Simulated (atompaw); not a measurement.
**Ga: one change to a PAW (atompaw) potential, before and after**

atompaw 4.2.0.5 input, output lines left out:

```
Ga 31
LDA-PW scalarrelativistic loggrid 1500 logderivrange -3 5 201
4 4 3 0 0 0
4 0 1.5
4 1 1.5
0 0 0
c
c
c
v
c
c
v
v
2
2.15 1.95 1.45 2.00
y
1.7
n
y
0.45
n
y
-0.9
n
custom rrkj vanderbiltortho sinc
3 0 troulliermartins
2.15
1.35
2.15
2.15
1.00
1.00
```

All-electron outer shells of the reference configuration (LDA (PW92), scalar-relativistic, ld1.x):

| shell | level (eV) | outermost node (bohr) | outermost maximum (bohr) |
| --- | --- | --- | --- |
| 3s | -148.42 | 0.27 | 0.56 |
| 3p | -99.65 | 0.24 | 0.56 |
| 3d | -20.37 | – | 0.53 |
| 4s | -9.75 | 0.81 | 1.87 |
| 4p | -3.13 | 0.87 | 2.47 |

Change: local potential troulliermartins scheme with l = 3 at 0 Ry, radius 1.72 bohr.

Cutoffs: the cutoffs (Ry, on a coarse ladder) from which the occupation-weighted sum of valence levels, in a spherical-Bessel basis at the reference potential, stays within 10 and 1 mRy of its value at 400 Ry; they do not see the model core or the augmentation charge, which bear on the density cutoff.

Task: What does the change do?

Result: The potential gets neither clearly harder nor softer (160 Ry and 260 Ry → 160 Ry and 260 Ry); the bound ghost in s disappears; the range in which the s phases agree narrows (upper end at the end of the scan → 2.8). A state that the projectors do not describe sees the local part alone, so a deeper or shallower local part can create or remove a ghost.

| quantity | base | changed |
| --- | --- | --- |
| cutoff, loose | 160 Ry | 160 Ry |
| cutoff, tight | 260 Ry | 260 Ry |
| bound ghosts | s | none |
| s: phases at 2.16 bohr within 0.05 rad from the reference energy up to (Ry; the scan ends near 5) | to the end of the scan | 2.8 |
| p: phases at 2.16 bohr within 0.05 rad from the reference energy up to (Ry; the scan ends near 5) | to the end of the scan | to the end of the scan |
| d: phases at 2.16 bohr within 0.05 rad from the reference energy up to (Ry; the scan ends near 5) | to the end of the scan | to the end of the scan |
| lowest overlap eigenvalue by channel | s 0.07, p 0.51, d 0.96 | s 0.12, p 0.58, d 0.97 |

 A true bound ghost makes a file unfit for plane-wave use even where its test errors are small: the radial tests pick states by their node count and pass the ghost by. The cutoffs see the waves, projectors and local potential, not the compensation charge or the core.
